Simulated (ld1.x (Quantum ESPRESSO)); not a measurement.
## Before and after: TM potential for hafnium

```
Element                 : Hf
Generator               : ld1.x (Quantum ESPRESSO) 7.5
Type                    : norm-conserving Troullier–Martins (Kleinman–Bylander form)
Functional              : PBE
Relativity              : scalar-relativistic
Frozen core             : [Xe] 4f14
Valence charge          : 4
Reference configuration : 5d2 6s2 6p0
Partial waves           : 6p (bound, empty): rc 4.20 bohr; 5d (bound): rc 3.00 bohr; 6s (bound): rc 2.60 bohr
Local potential         : the s channel
Core correction         : none
```

Change: wave 5d (bound): rc 3.00 bohr becomes 5d (bound): rc 2.72 bohr.

Cutoffs: the cutoffs (Ry, on a coarse ladder) from which the occupation-weighted sum of valence levels, in a spherical-Bessel basis at the reference potential, stays within 10 and 1 mRy of its value at 400 Ry; they do not see the model core or the augmentation charge, which bear on the density cutoff. Errors are all-electron minus pseudo energies relative to the spin-unpolarised reference configuration.

Q: How do hardness, ghosts and transferability respond?

A: The potential gets harder (18 Ry and 25 Ry → 21 Ry and 25 Ry); the errors of the 7 common tests hardly move; neither file shows a bound ghost. A smaller radius makes the pseudo-wave follow the all-electron one further in, where it bends more sharply, so more plane waves are needed.

```tsv
quantity	base	changed
cutoff, loose	18 Ry	21 Ry
cutoff, tight	25 Ry	25 Ry
bound ghosts	none	none
error for 5d2 6s1 6p0, meV [ΔE 7.98 eV]	+6.6	+5.8
error for 5d2 6s0 6p0, meV [ΔE 22.16 eV]	+134	+133
error for 5d1 6s0 6p0, meV [ΔE 43.95 eV]	+302	+297
error for 5d2 6s0 6p2, meV [ΔE 7.86 eV]	+23	+24
error for 5d2 6s1.5 6p0, meV [ΔE 3.25 eV]	0.0	-0.2
error for 5d2 6s1 6p1, meV [ΔE 3.83 eV]	+2.8	+2.8
error for 5d2 6s0 6p1, meV [ΔE 12.65 eV]	+39	+39
s: phases at 4.56 bohr within 0.05 rad from the reference energy up to (Ry; the scan ends near 5)	0.7	0.7
p: phases at 4.56 bohr within 0.05 rad from the reference energy up to (Ry; the scan ends near 5)	1.1	1.1
d: phases at 4.56 bohr within 0.05 rad from the reference energy up to (Ry; the scan ends near 5)	0.4	0.5
```
